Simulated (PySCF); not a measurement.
# [Eu(H2O)2]3+ at several levels of theory

Computed with PySCF 2.14.0 (density fitting, no spin-orbit coupling) at the geometry relaxed with PBE0:

```xyz
7
[Eu(H2O)2]3+ (singlet in the valence; each metal's 4f electrons, 6 of them, lie in its core potential, out of spins and levels)
Eu   -0.3584   -1.0582   -0.0134
O     0.0025    0.1557    1.8478
H     0.4458    1.0386    1.9442
H    -0.2309   -0.0732    2.7864
O     0.0988    0.1706   -1.8456
H     0.6315   -0.0926   -2.6424
H    -0.1994    1.0893   -2.0770
```

| level | basis | state | HOMO (eV) | gap (eV) | charge on Eu1 (e) | population of f-type functions on Eu1 (polarisation alone where 4f lies in the core) | dipole about the centre of mass (D) | largest force component (eV/Å) |
| --- | --- | --- | --- | --- | --- | --- | --- | --- |
| PBE0 | Eu lcecp-1-SVP with ECP52, O def2-SVP, H def2-SVP | singlet | -26.44 | 7.90 | 2.24 | 0.04 | 2.99 | 0.01 |
| TPSS | the same | singlet | -24.74 | 5.47 | 2.18 | 0.04 | 3.19 | 0.40 |
| PBE0 | Eu lcecp-1-TZVP with ECP52, O def2-TZVP, H def2-TZVP | singlet | -26.42 | 7.98 | 2.39 | 0.05 | 3.02 | 0.27 |

In the lcecp rows the 4f levels are missing from HOMO and gap, and the state counts the valence alone.

Charges are Mulliken's, which hang on the basis. The relaxation used the grid (50, 194), these runs (75, 302) or, all-electron (x2c bases, spin-free X2C Hamiltonian), (99, 590).

Problem. What does PBE with Eu lcecp-1-SVP with ECP52, O def2-SVP, H def2-SVP give here?

Solution. state singlet, HOMO (eV) -24.69, gap (eV) 5.17, charge on Eu1 (e) 2.14, population of f-type functions on Eu1 (polarisation alone where 4f lies in the core) 0.04, dipole about the centre of mass (D) 3.31, largest force component (eV/Å) 0.46. Time: 4.9 s on 2 threads of Intel(R) Xeon(R) Platinum 8488C (Sapphire Rapids), with other jobs on the host, from an already converged density.

In the first row's basis the gap widens with exact exchange: 5.2 to 5.5 eV for PBE, TPSS (none); 7.9 eV for PBE0 (a fixed share).

An lcecp potential fixes the number of 4f electrons, so in runs with it no electron can move into or out of that shell.
